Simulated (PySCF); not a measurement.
A run for PySCF: R-MP2/6-31G* on BH5OSi (SMILES BO[SiH3]), a point of a bond scan (R = 1.612 Å).

```python
from pyscf import gto, scf, dft, mp
from pyscf.data.elements import chemcore

mol = gto.M(
    atom='''
    B    -0.35530603    0.16770934    1.74610802
    H    -1.39030986    0.91711830    2.72935194
    H     0.51570290   -0.54223566    2.16560005
    O    -0.48933143    0.35730853    0.41765439
    Si    0.33065961   -0.20123129   -0.91475675
    H     0.86264245    0.96822479   -1.64324521
    H    -0.62978211   -0.93425439   -1.76420217
    H     1.43535929   -1.09433874   -0.49777027
    ''',
    basis='6-31g*',
    cart=True,
    charge=0, spin=0, verbose=3, max_memory=1800)
mf = scf.RHF(mol)
mf.conv_tol = 1e-8
mf.max_cycle = 100
mf.kernel()
if not mf.converged:
    mf = mf.newton().run(mf.mo_coeff, mf.mo_occ)
pt = mp.MP2(mf, frozen=chemcore(mol)).run()
```

The log:

```
converged SCF energy = -391.394524410537
E(RMP2) = -391.726127867847  E_corr = -0.331603457310257
E(SCS-RMP2) = -391.727778392096  E_corr = -0.333253981559104
```

Self-consistency was reached.

Cost: roughly 0.9 core-seconds.
